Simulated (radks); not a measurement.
Problem. The mean radii <r> (bohr) of the occupied orbitals of an atom or ion are listed with their occupations. Calculated with a radial shooting solver on a logarithmic mesh with Libxc functionals: scalar-relativistic Kohn-Sham, BLYP, spin-polarised, spherical densities, finite nucleus; Fermi nuclear charge, rms radius of each element as measured or else 0.836 A^(1/3) + 0.57 fm.

| orbital | occ. | <r> |
|---|---|---|
| 1s up | 1 | 0.04149 |
| 1s down | 1 | 0.04149 |
| 2s up | 1 | 0.1835 |
| 2s down | 1 | 0.1835 |
| 2p up | 3 | 0.1601 |
| 2p down | 3 | 0.1601 |
| 3s up | 1 | 0.5305 |
| 3s down | 1 | 0.5305 |
| 3p up | 3 | 0.5407 |
| 3p down | 3 | 0.5406 |
| 3d up | 5 | 0.5560 |
| 3d down | 5 | 0.5554 |
| 4s up | 1 | 1.534 |
| 4s down | 1 | 1.536 |
| 4p up | 3 | 1.826 |
| 4p down | 2 | 1.840 |

Name the element and its charge. Open shells, if any, are filled with parallel spins first.

Solution. Z = 36, krypton, charge +1: Kr+ in [Ar] 3d10 4s2 4p5. The 1s radius gives Z: for a bare nucleus <r> = (2 gamma + 1)/(2Z) with gamma = sqrt(1 - (Z/c)^2), 0.04069 bohr for Z = 36, and screening makes it slightly larger (0.04149 here). The occupations add up to 35, and the charge is Z minus that.
